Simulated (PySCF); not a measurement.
Sn(H)2(Me)(OMe) (C2H8OSn), SMILES [O](C)[SnH2][CH3]. Geometry: B3LYP-D3(BJ)/def2-SVP. The structure was generated by enumeration; whether it is a known compound was not checked. The def2 effective core potentials stand for the cores of Sn; spin–orbit coupling is left out. One conformer was computed; it need not be the lowest.

### Question
Give the equilibrium geometry at B3LYP-D3(BJ)/def2-SVP (PySCF confirms it by a frequency run) as a Z-matrix. (An estimate is asked for; the answer gives what the named calculation found.)

### Answer
One answer among several that fit: 
```
Sn
O 1 2.0077
C 2 1.4009 1 120.57
H 3 1.1051 2 108.91 1 178.79
H 3 1.1112 4 106.98 2 122.83
H 3 1.1113 4 106.89 5 114.37
H 1 1.7154 2 102.54 3 -176.60
H 1 1.7280 7 112.64 2 -115.01
C 1 2.1641 7 113.60 8 -128.65
H 9 1.0991 1 109.35 7 -54.76
H 9 1.0993 10 109.30 1 120.25
H 9 1.0999 10 109.31 11 119.33
```
Charge 0, spin multiplicity 1.
